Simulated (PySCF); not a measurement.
System: C3H8BS, net charge 0, doublet state. It need not be the lowest isomer of its formula. 
Coordinates optimised at B3LYP-D3(BJ)/def2-TZVP (Ansatz):
```xyz
13

C     -1.9890     1.0266    -0.1437
B     -0.8580     0.0245     0.0051
C     -1.0725    -1.5150     0.2542
S      0.7862     0.7587    -0.1299
C      1.9511    -0.6229     0.0794
H     -1.8317     2.0865    -0.3154
H     -3.0329     0.7345    -0.0859
H     -2.1294    -1.7814     0.3081
H     -0.6187    -2.1184    -0.5384
H     -0.6006    -1.8418     1.1863
H      2.9573    -0.2166     0.0037
H      1.8239    -1.0872     1.0553
H      1.8055    -1.3687    -0.6996
```
Charge 0, spin multiplicity 2.

Dispersion corrections to the total energy (kcal/mol) from the dftd3 and dftd4 libraries through PySCF: D3(BJ) without and D4 with the three-body term, each with the damping fitted for the functional named.

```
functional  D3(BJ)      D4
----------  ------  ------
TPSS         -8.46   -8.62
HF          -49.15  -22.57
LC-wPBE      -6.36   -7.08
r2SCAN       -1.92   -1.61
revPBE      -16.71       ?
PBE0         -5.83       ?
BHLYP            ?   -7.57
```

Question: What belongs in the gaps?

Answer: 
- revPBE, D4: -19.95
- PBE0, D4: -5.39
- BHLYP, D3(BJ): -9.10
